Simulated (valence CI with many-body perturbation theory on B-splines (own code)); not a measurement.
**E1 line list for Ir XXIX**

Calculated by relativistic CI+MBPT: three valence electrons over a frozen Dirac-Fock core [Kr] 4d10, radial functions for each j: 8 s, 8 p, 9 d, 9 f, 6 g, 3 h, 2 i, with the one-electron correlation potential Σ1, the two-electron term Σ2, the three-electron term Σ3, Breit, model QED; selected CI, second order for the rest, scaled by the run's own slope (own B-spline code, finite nucleus).

The last digits are not significant, and no measured levels were compared; by estimate large intervals hold to a few tenths of a per cent, small ones and those within an open d or f shell to about a per cent. Core correlation moves these levels by up to 50000 cm⁻¹, and in measured spectra 5 to 20 % of such shifts remained as error; rates that hang on mixing are uncertain with them.

Lines 51 to 100 of 187 in falling wavelength, among levels below 1388600 cm⁻¹, chosen from the strongest by gf and those to the six lowest levels. Wavelengths and rates use the calculated energies. Electric multipoles are in the length gauge, E1 and E2 with the static RPA response of the core. Weak lines are less certain than strong ones. Lines between different terms over intervals too small for the method are left out, as are lines whose strength nearly cancels. The highest levels of a list are the least certain.

Levels are named by their leading jj configuration (3d3/2^4 stands for four electrons in 3d with j = 3/2), which in mixed levels can hold well under half, so a name can repeat and another be missing. Letters in brackets count levels of one name in rising energy.

| λ vac (Å) | Upper | Lower | A (s⁻¹) | S (a.u.) with core polarisation | S without |
| --- | --- | --- | --- | --- | --- |
| 85.90 | (4f7/2^2 5s) J=13/2 | (4f5/2 4f7/2^2) J=11/2 [b] | 4.91e+04 | 2.15e-07 | 6.55e-08 |
| 85.71 | (4f5/2^2 5s) J=9/2 | (4f5/2^2 4f7/2) J=7/2 [a] | 1.16e+05 | 3.61e-07 | 3.41e-07 |
| 85.70 | (4f5/2 4f7/2 5s) J=9/2 [a] | (4f5/2 4f7/2^2) J=7/2 [a] | 1.52e+05 | 4.73e-07 | 5.19e-07 |
| 85.57 | (4f5/2 4f7/2 5s) J=5/2 [a] | (4f5/2 4f7/2^2) J=3/2 [a] | 3.67e+04 | 6.82e-08 | 5.49e-08 |
| 85.45 | (4f5/2^2 5s) J=7/2 | (4f5/2^3) J=5/2 | 6.25e+04 | 1.54e-07 | 9.49e-08 |
| 85.40 | (4f5/2 4f7/2 5s) J=11/2 [c] | (4f7/2^3) J=11/2 | 7.95e+04 | 2.93e-07 | 7.43e-08 |
| 85.32 | (4f7/2^2 5s) J=5/2 | (4f7/2^3) J=5/2 | 2.24e+05 | 4.12e-07 | 6.89e-07 |
| 85.30 | (4f5/2 4f7/2 5s) J=11/2 [b] | (4f5/2 4f7/2^2) J=9/2 [c] | 1.35e+05 | 4.94e-07 | 4.04e-07 |
| 85.22 | (4f5/2 4f7/2 5s) J=7/2 [a] | (4f5/2^2 4f7/2) J=5/2 [b] | 2.49e+05 | 6.09e-07 | 3.60e-07 |
| 85.21 | (4f5/2 4f7/2 5s) J=1/2 | (4f7/2^3) J=3/2 | 9.17e+04 | 5.60e-08 | 1.06e-08 |
| 85.20 | (4f5/2^2 5s) J=5/2 | (4f5/2^2 4f7/2) J=7/2 [b] | 9.87e+04 | 1.81e-07 | 3.97e-08 |
| 85.20 | (4f5/2^2 5s) J=7/2 | (4f5/2^2 4f7/2) J=9/2 | 4.11e+03 | 1.00e-08 | 2.65e-08 |
| 85.18 | (4f5/2 4f7/2 5s) J=7/2 [a] | (4f5/2 4f7/2^2) J=9/2 [b] | 9.54e+04 | 2.33e-07 | 8.12e-08 |
| 84.99 | (4f5/2 4f7/2 5s) J=3/2 [a] | (4f5/2 4f7/2^2) J=3/2 [b] | 8.50e+04 | 1.03e-07 | 1.30e-07 |
| 84.92 | (4f5/2 4f7/2 5s) J=9/2 [b] | (4f5/2 4f7/2^2) J=7/2 [a] | 1.14e+05 | 3.43e-07 | 3.67e-07 |
| 84.89 | (4f7/2^2 5s) J=13/2 | (4f5/2^2 4f7/2) J=11/2 [b] | 6.88e+04 | 2.91e-07 | 1.06e-07 |
| 84.78 | (4f5/2^2 5s) J=9/2 | (4f5/2^2 4f7/2) J=9/2 | 2.85e+04 | 8.57e-08 | 4.37e-07 |
| 84.77 | (4f5/2^2 5s) J=1/2 | (4f5/2 4f7/2^2) J=1/2 | 1.50e+05 | 9.04e-08 | 1.96e-08 |
| 84.77 | (4f7/2^2 5s) J=9/2 | (4f5/2 4f7/2^2) J=7/2 [b] | 1.17e+05 | 3.51e-07 | 1.34e-07 |
| 84.74 | (4f5/2 4f7/2 5s) J=5/2 [a] | (4f5/2^2 4f7/2) J=5/2 [b] | 5.08e+04 | 9.15e-08 | 7.80e-08 |
| 84.60 | (4f5/2^2 5s) J=3/2 | (4f5/2^2 4f7/2) J=5/2 [a] | 9.47e+04 | 1.13e-07 | 5.50e-08 |
| 84.56 | (4f5/2^2 5s) J=3/2 | (4f5/2^2 4f7/2) J=3/2 [a] | 6.29e+04 | 7.51e-08 | 2.03e-08 |
| 84.45 | (4f5/2 4f7/2 5s) J=3/2 [a] | (4f5/2 4f7/2^2) J=1/2 | 4.18e+04 | 4.97e-08 | 1.03e-08 |
| 84.24 | (4f5/2 4f7/2 5s) J=5/2 [a] | (4f5/2^2 4f7/2) J=3/2 [b] | 5.57e+04 | 9.86e-08 | 3.80e-07 |
| 84.18 | (4f5/2 4f7/2 5s) J=9/2 [a] | (4f5/2^2 4f7/2) J=7/2 [b] | 4.19e+04 | 1.23e-07 | 3.07e-08 |
| 84.17 | (4f5/2 4f7/2 5s) J=11/2 [b] | (4f5/2^2 4f7/2) J=11/2 [b] | 1.78e+05 | 6.29e-07 | 8.13e-07 |
| 84.05 | (4f7/2^2 5s) J=9/2 | (4f5/2 4f7/2^2) J=9/2 [c] | 8.05e+04 | 2.36e-07 | 2.55e-07 |
| 84.04 | (4f5/2 4f7/2 5s) J=9/2 [b] | (4f5/2 4f7/2^2) J=9/2 [a] | 2.14e+05 | 6.27e-07 | 7.41e-07 |
| 83.95 | (4f5/2^2 5s) J=3/2 | (4f5/2^3) J=5/2 | 2.91e+05 | 3.40e-07 | 5.57e-08 |
| 83.80 | (4f5/2 4f7/2 5s) J=5/2 [b] | (4f5/2 4f7/2^2) J=5/2 [a] | 8.82e+04 | 1.54e-07 | 4.30e-08 |
| 83.62 | (4f7/2^2 5s) J=7/2 | (4f5/2 4f7/2^2) J=9/2 [c] | 2.32e+05 | 5.36e-07 | 8.80e-08 |
| 83.61 | (4f5/2 4f7/2 5s) J=7/2 [a] | (4f5/2^2 4f7/2) J=7/2 [b] | 3.81e+04 | 8.80e-08 | 3.29e-08 |
| 83.61 | (4f5/2^2 5s) J=5/2 | (4f5/2^3) J=5/2 | 2.62e+05 | 4.53e-07 | 2.10e-07 |
| 83.52 | (4f5/2 4f7/2 5s) J=11/2 [b] | (4f5/2 4f7/2^2) J=9/2 [b] | 7.43e+04 | 2.56e-07 | 2.63e-07 |
| 83.43 | (4f5/2 4f7/2 5s) J=5/2 [b] | (4f5/2 4f7/2^2) J=3/2 [a] | 2.96e+04 | 5.10e-08 | 1.86e-08 |
| 83.43 | (4f5/2 4f7/2 5s) J=13/2 | (4f5/2 4f7/2^2) J=13/2 [c] | 9.11e+05 | 3.66e-06 | 1.00e-06 |
| 83.36 | (4f7/2^2 5s) J=13/2 | (4f5/2 4f7/2^2) J=11/2 [a] | 1.06e+05 | 4.23e-07 | 2.05e-07 |
| 83.34 | (4f5/2 4f7/2 5s) J=11/2 [c] | (4f5/2 4f7/2^2) J=13/2 [c] | 1.60e+05 | 5.47e-07 | 5.06e-07 |
| 83.28 | (4f5/2 4f7/2 5s) J=9/2 [a] | (4f5/2^2 4f7/2) J=7/2 [a] | 5.34e+04 | 1.52e-07 | 2.41e-07 |
| 83.26 | (4f7/2^2 5s) J=13/2 | (4f5/2 4f7/2^2) J=13/2 [b] | 1.24e+04 | 4.94e-08 | 2.74e-08 |
| 83.14 | (4f5/2 4f7/2 5s) J=5/2 [a] | (4f5/2^2 4f7/2) J=7/2 [b] | 1.82e+05 | 3.10e-07 | 6.55e-08 |
| 83.08 | (4f7/2^2 5s) J=7/2 | (4f5/2 4f7/2^2) J=5/2 [a] | 2.31e+04 | 5.23e-08 | 2.73e-07 |
| 83.08 | (4f7/2^2 5s) J=5/2 | (4f5/2 4f7/2^2) J=5/2 [b] | 5.47e+04 | 9.29e-08 | 1.17e-08 |
| 83.07 | (4f5/2 4f7/2 5s) J=7/2 [b] | (4f5/2^2 4f7/2) J=7/2 [b] | 5.45e+04 | 1.23e-07 | 1.14e-07 |
| 82.99 | (4f5/2^2 5s) J=9/2 | (4f5/2^2 4f7/2) J=11/2 [a] | 4.48e+04 | 1.26e-07 | 5.98e-08 |
| 82.74 | (4f5/2 4f7/2 5s) J=3/2 [b] | (4f5/2 4f7/2^2) J=5/2 [a] | 3.36e+05 | 3.76e-07 | 5.38e-08 |
| 82.72 | (4f5/2 4f7/2 5s) J=7/2 [a] | (4f5/2^2 4f7/2) J=7/2 [a] | 4.26e+05 | 9.52e-07 | 6.77e-07 |
| 82.70 | (4f5/2^2 5s) J=3/2 | (4f5/2^3) J=3/2 | 3.18e+05 | 3.55e-07 | 7.51e-08 |
| 82.69 | (4f5/2 4f7/2 5s) J=7/2 [a] | (4f5/2^2 4f7/2) J=5/2 [a] | 7.26e+04 | 1.62e-07 | 1.06e-07 |
| 82.67 | (4f5/2 4f7/2 5s) J=11/2 [b] | (4f5/2 4f7/2^2) J=11/2 [a] | 4.95e+04 | 1.66e-07 | 1.37e-07 |
